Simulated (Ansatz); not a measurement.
`NC[SiH3]` and `N[CH2][ZnH]` differ in one atom or group.

Ansatz, PBE0-D4/def2-TZVP geometries, multiplicity 1. Each molecule was computed in one conformer, which needn't be the lowest.

Scalar relativity is left out up to krypton.

| property | `NC[SiH3]` |
| --- | --- |
| LUMO energy (PBE/def2-TZVPP) / eV | -0.20 |
| HOMO–LUMO gap (B3LYP/def2-TZVPP) / eV | 7.06 |
| size of the dipole moment (PBE/def2-TZVPP) / D | 1.63 |
| size of the dipole moment (B3LYP/def2-TZVPP) / D | 1.61 |
| LUMO energy (ωB97M-V/def2-TZVPP) / eV | 2.10 |
| size of the dipole moment (ωB97M-V/def2-TZVPP) / D | 1.62 |

Question: What does the change do to each property? (Estimate.)

Answer: The calculation gave: 
```csv
property,`N[CH2][ZnH]`,shift
LUMO energy (PBE/def2-TZVPP) / eV,-1.18,-0.98
HOMO–LUMO gap (B3LYP/def2-TZVPP) / eV,5.44,-1.62
size of the dipole moment (PBE/def2-TZVPP) / D,1.52,-0.11
size of the dipole moment (B3LYP/def2-TZVPP) / D,1.51,-0.10
LUMO energy (ωB97M-V/def2-TZVPP) / eV,0.89,-1.21
size of the dipole moment (ωB97M-V/def2-TZVPP) / D,1.49,-0.13
```

With PBE0 the HOMO rises by 0.59 eV and the LUMO falls by 1.06 eV, so the gap narrows by about 1.65 eV. PBE moves the HOMO by 0.46 eV and ωB97M-V by 0.68 eV. The zero-point energy changes by -50.8 kJ/mol with -6 modes. Dipoles are sizes alone; their direction can turn.

B3LYP here is the variant with VWN-RPA as its local correlation; programs differ in this.
